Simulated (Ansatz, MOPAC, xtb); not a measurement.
The molecule NbS, multiplicity 4 (lowest of 2S+1 = 2, 4, 6, 8 at CCSD(T)/def2-TZVPP on PBE0 minima; our sources give no spin for the ground state, which may be another). No spin–orbit coupling.

Constants: fifth-degree fit in 1/R to seven points, most abundant isotopes. Runs in def2 and cc sets follow the lowest solution found near the PBE0 minimum.

The values were computed with Ansatz (Gaussian basis) for Hartree–Fock, density functionals and correlated methods; MOPAC for PM7 (differences of heats of formation); xtb for the GFN methods. Values without a source in brackets are computed. In def2 rows elements past Kr take small-core potentials, without spin–orbit coupling. The GFN methods have no spin term and hold the electronic entropy of 300 K.

| level | r_e (Å) | ω_e (cm⁻¹) | B_e (cm⁻¹) | ω_e x_e (cm⁻¹) | dipole (D) |
|---|---|---|---|---|---|
| PM7 | 2.082 | 709 | 0.163 | 1.2 | - |
| GFN1-xTB | 2.190 | 533 | 0.148 | 2.8 | - |
| GFN2-xTB | 2.228 | 448 | 0.143 | 2.8 | - |
| SVWN5/def2-TZVPP | 2.111 | 562 | 0.159 | 1.5 | 3.66 |
| PBE/def2-TZVPP | 2.135 | 540 | 0.156 | 1.6 | 3.96 |
| B3LYP/def2-TZVPP | 2.136 | 547 | 0.155 | 1.5 | 4.48 |
| BHLYP/def2-TZVPP | 2.126 | 563 | 0.157 | 1.5 | 5.35 |
| CAM-B3LYP/def2-TZVPP | 2.121 | 568 | 0.157 | 1.4 | 4.97 |
| wB97X-V/def2-TZVPP | 2.114 | 580 | 0.159 | 1.4 | 5.35 |
| wB97M-V/def2-TZVPP | 2.119 | 571 | 0.158 | 1.4 | 5.31 |

The state reached by PM7 isn't checked; PM7 holds dispersion and hydrogen-bond terms.

Ansatz is an electronic-structure program.
